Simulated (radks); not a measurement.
Values are calculated unless marked as measured or tabulated.
Q: Neutral palladium, [Kr] 4d10. Code: a radial shooting solver on a logarithmic mesh with Libxc functionals. Model: non-relativistic Kohn-Sham, LDA (Slater exchange, Perdew-Wang correlation), spin-polarised, spherical densities, point nucleus. Every spin shell is full or empty, so the densities are truly spherical. Functionals are evaluated on that one density, not self-consistently. Rank these orbital-free kinetic functionals by their error against the exact value of the orbitals, and give that value: Thomas-Fermi, von Weizsacker, TF + vW/9, TF + vW/5, LC94, APBEK, revAPBEK, Perdew 92, Pearson, PG1, DePristo-Kress.

A: Exact: 4932.23 hartree. From best to worst, with 100 (|E| - |E exact|)/|E exact| (equal figures are ties): LC94 +0.06, DePristo-Kress -0.09, APBEK +0.12, revAPBEK +0.31, Perdew 92 -0.68, TF + vW/9 -0.69, Pearson -0.95, TF + vW/5 +3.10, Thomas-Fermi -5.43, PG1 +15.55, von Weizsacker -57.34.
